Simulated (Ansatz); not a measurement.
Basis-set series for `BC1=CC1F`. Charge 0, multiplicity 1. All single points use the PBE0-D4/def2-TZVP geometry.

```json
{"functional": "PBE0-D4", "basis": "def2-TZVPP", "functions": "211", "energy (Eh)": "-241.13472", "HOMO (eV)": "-8.25", "LUMO (eV)": "-1.97"}
{"functional": "PBE0-D4", "basis": "def2-QZVPP", "functions": "405", "energy (Eh)": "-241.14784", "HOMO (eV)": "-8.27", "LUMO (eV)": "-1.99"}
{"functional": "ωB97M-V", "basis": "def2-TZVPP", "functions": "211", "energy (Eh)": "-241.31565", "HOMO (eV)": "-10.44", "LUMO (eV)": "-0.04"}
{"functional": "ωB97M-V", "basis": "def2-QZVPP", "functions": "405", "energy (Eh)": "-241.32786", "HOMO (eV)": "-10.46", "LUMO (eV)": "-0.12"}
```

(1) Give the rows for def2-SVP. (An estimate is asked.)

Results:

(1) Computed: 
| functional | basis | functions | energy (Eh) | HOMO (eV) | LUMO (eV) |
| --- | --- | --- | --- | --- | --- |
| PBE0-D4 | def2-SVP | 90 | -240.85848 | -8.20 | -1.89 |
| ωB97M-V | def2-SVP | 90 | -241.02869 | -10.37 | 0.16 |
